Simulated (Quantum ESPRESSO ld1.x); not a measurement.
The numbers below are computed, except where a source is named.
Valence configurations of Fe II (all share [Ar]). Level of theory: Dirac Kohn-Sham, revPBE, spin-unpolarised, spherical densities, point nucleus; open shells fill j = l - 1/2 first (ld1.x of Quantum ESPRESSO 7.5). Energies are relative to 3d6 4s1; eigenvalues in eV.

valence          E (eV)  e(3d3/2)  e(3d5/2)  e(4p1/2)  e(4s1/2)
3d6 4s1           0.000   -15.932   -15.778         -   -12.194
3d4 4s1 4p2      27.386   -30.575         -   -10.903   -17.149
3d3.5 4s1.5 4p2  34.753   -34.078         -   -11.469   -18.001
3d7              -2.055   -11.434   -11.296         -         -
3d6 4p1           4.961   -17.317   -17.162    -8.013         -
3d6 4s0.5 4p0.5   2.464   -16.635   -16.480    -7.656   -12.620
3d6.5 4s0.5      -1.391   -13.529   -13.383         -   -11.365
3d5 4s1 4p1      10.937   -22.883   -22.711    -9.162   -14.741
3d5 4p2          16.561   -24.169   -23.996    -9.784         -
3d5.5 4s1.5       2.230   -18.607   -18.445         -   -13.070

NIST lists [Ar] 3d6 4s1 as the ground configuration; this level of theory puts 3d7 lower, by 2.055 eV. The energies are those of spherical spin-averaged densities, not of single terms.
